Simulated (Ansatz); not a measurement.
```yaml
crystal:
  periodic: [false, false, false]
  atoms:
    - {symbol: C, position_ang: [0.627211, -1.472579, -1.420931]}
    - {symbol: O, position_ang: [-0.206824, -0.634221, -0.665310]}
    - {symbol: Ta, position_ang: [-0.454872, 1.016282, 0.168002]}
    - {symbol: N, position_ang: [-0.526499, 0.751947, 2.112775]}
    - {symbol: F, position_ang: [-2.070311, 1.753041, -0.460814]}
    - {symbol: S, position_ang: [1.230495, 2.323362, -0.212431]}
    - {symbol: H, position_ang: [1.521427, -0.932967, -1.742412]}
    - {symbol: H, position_ang: [0.922553, -2.332769, -0.815075]}
    - {symbol: H, position_ang: [0.081939, -1.827116, -2.298692]}
    - {symbol: H, position_ang: [0.048386, 1.235137, 2.786001]}
    - {symbol: H, position_ang: [-1.108204, 0.062882, 2.569187]}
basis:
  gaussian: {orbitals: def2-TZVP, point_charges: [{charge: 1.00, position_ang: [5.662, 0.215, 0.455]}]}
hamiltonian: {xc: {name: HF}}
correlation: {method: mp2, frozen_orbitals: {C: 0}}
output: {forces: true}
```

```sh
$ ansatz run in.yaml --threads 2 --pin off --events-out ev --progress --plain --max-ram 22528MiB --backend cpu
```

It prints (some lines left out):

```
Functional definition: HF
Error: "frozen_orbitals" has no count for O
```

Q: Something in this input is off. What?

A: Frozen orbitals are typed for one element alone, and the program wants a count for each. The program refused the input.
